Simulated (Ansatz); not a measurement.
InCl2O (SMILES [O][In]([Cl])[Cl]): the energy, rung by rung

The species is InCl2O (4 atoms), meant as a doublet with charge 0. SMILES: `[O][In]([Cl])[Cl]`. Geometry: optimised at wB97X-V/def2-SVP.

```xyz
4

O     0.6129    1.0254    1.6862
In    0.0333    0.0187    0.0498
Cl    0.7421   -2.1591   -0.2570
Cl   -1.3327    1.0547   -1.4994
```

Quantity: the dissociation energy of the In2–O1 bond into doublet InCl2 and triplet O (shapes relaxed at wB97X-V/def2-SVP, no zero-point term), in eV. The values are calculated.

```
                               level                    kind  program  value (eV)  less CCSD(T)/def2-SVP  CPU time (all runs)
       UHF/def2-SVP (core potential)            Hartree–Fock   Ansatz        1.19                  -1.38                7.3 s
    USVWN5/def2-SVP (core potential)                     LDA   Ansatz        3.56                  +0.99                4.5 s
  U-r2SCAN/def2-SVP (core potential)                meta-GGA   Ansatz        2.81                  +0.24                 16 s
 U-wB97M-V/def2-SVP (core potential)  range-separated hybrid   Ansatz        2.86                  +0.29                 35 s
UCAM-B3LYP/def2-SVP (core potential)  range-separated hybrid   Ansatz        2.80                  +0.23                 11 s
   UB2PLYP/def2-SVP (core potential)           double hybrid   Ansatz        2.68                  +0.11                 14 s
   RPA@PBE/def2-SVP (core potential)                     RPA   Ansatz        2.36                  -0.21                 14 s
  UCCSD(T)/def2-SVP (core potential)   coupled cluster or CI   Ansatz        2.57                   0.00                 19 s
```

Differences are taken from UCCSD(T)/def2-SVP (core potential) for orientation; it has basis-set and higher-order errors of its own. Spin-orbit coupling, which can split open shells on such heavy atoms by tenths of an eV, is left out. The values span 1.19 to 3.56 eV. Hartree–Fock misses the correlation of the electron pair that is broken and comes out low. Measured bond enthalpies also hold zero-point and thermal terms, a few tenths of an eV less. In the correlated wave-function rows the outer d shell of In is correlated, in sets not made for it. Times are those of the runs behind each value, whatever else they computed, on shared processors of several kinds: orders of magnitude only.
